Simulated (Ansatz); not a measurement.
A trace of molecular dynamics of C3H7ClOSi (13 atoms, charge 0, multiplicity 1).

Computed with RKS PBE/6-31G (Ansatz).

* ensemble: NVT, Nosé–Hoover chain
* set temperature: 1000 K
* thermostat: time constant 300 fs, chain length 3
* seed: 396652

| time (fs) | T (K) | potential energy less start (eV) | conserved less start (meV/atom) |
| --- | --- | --- | --- |
| 0 | 1000 | 0.000 | 0.00 |
| 8 | 1972 | 2.936 | 332.18 |
| 16 | 3803 | 17.424 | 1648.38 |
| 24 | 5751615 | 126.255 | 866813.56 |
| 32 | 2803424 | 34.015 | 2932529.23 |
| 40 | 428473 | 34.112 | 2932578.54 |
| 48 | 120244 | 32.603 | 2932550.77 |
| 56 | 46643 | 33.861 | 2932879.18 |
| 64 | 22506 | 31.454 | 2932922.22 |
| 72 | 505415 | 34.504 | 3007786.80 |
| 80 | 181505 | 32.304 | 3007770.93 |
| 88 | 89235 | 34.847 | 3010936.44 |
| 96 | 38458 | 34.597 | 3010930.75 |
| 104 | 18472 | 34.453 | 3010930.60 |
| 112 | 9647 | 34.382 | 3010930.38 |
| 120 | 5382 | 34.345 | 3010930.26 |
| 128 | 3169 | 34.311 | 3010930.43 |
| 136 | 1973 | 34.238 | 3010930.26 |
| 144 | 1288 | 34.161 | 3010930.19 |
| 152 | 866 | 34.109 | 3010930.24 |
| 160 | 606 | 34.055 | 3010930.12 |

Question: Is this trajectory sound?

Answer: The conserved energy changed by up to 3e+06 meV per atom, so the integration failed: the time step of 4 fs is too long for the fastest motions that this run met, and the later frames carry no physical meaning.

The run took 3.9 min on 2 threads of Arm Neoverse N1, on a shared host, peak memory 0.13 GiB.
